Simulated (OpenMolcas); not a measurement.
# Li I: effect of the active space

```json
{
  "Program": "OpenMolcas 26.06",
  "Method": "CASSCF",
  "Basis": "ANO-RCC-VQZP",
  "Scalar Hamiltonian": "DKH2, point nucleus",
  "Spin-orbit coupling": "RASSI with atomic mean-field integrals over the reference wave functions, term energies averaged over their components"
}
```

A. 1 electron in 4 orbitals (2s 2p); 2S+1 = 2 even, 1 root; 2S+1 = 2 odd, 3 roots; cost roughly 9 core-seconds
B. 1 electron in 8 orbitals (2s 2p 3s 3p); 2S+1 = 2 even, 1 root; 2S+1 = 2 odd, 3 roots; cost about 8 core-seconds

Energies in cm-1 above 2s 2S 1/2, the measured ground level; measured values from NIST Handbook of Basic Atomic Spectroscopic Data.

| Level | A | B | Measured |
| --- | --- | --- | --- |
| 2s 2S 1/2 | 0.0 | 0.0 | 0.0 |
| 2p 2P* 1/2 | 14850 | 14850 | 14904 |
| 2p 2P* 3/2 | 14850 | 14850 | 14904 |

Deviations, from unrounded energies. A percentage is the sum of absolute deviations over the sum of measured energies, with the sign that they share, or ± where signs differ.

```json
{"Against measurement": "mean absolute deviation (cm-1)", "Levels": "2", "A": "54", "B": "54"}
{"Against measurement": "other configurations (%)", "Levels": "2", "A": "-0.4", "B": "-0.4"}
```

A, B lie about equally close to measurement. The largest miss of B in the table is 2p 2P* 3/2, by -54 cm-1. The ranking rests on the paired levels alone, and a cruder setting can come out closer through cancelling errors.

Between A and B no level of the table moves by more than 5 cm-1.

ANO sets are built for ground and valence states and can reach diffuse excited orbitals poorly. With one active electron the reference holds no correlation, so core polarisation is missing. With one active electron outside closed inactive shells, the extra shells (3p 3s) add no correlation to the reference (holds for B). Computed and measured levels are paired by configuration, term and J; levels that our copy of the source lacks, or whose pairing is in doubt (as where it misses far off the trend of its configuration), stay unpaired and out of the deviations. Levels of configurations outside the active space are missing.

* marks odd parity.
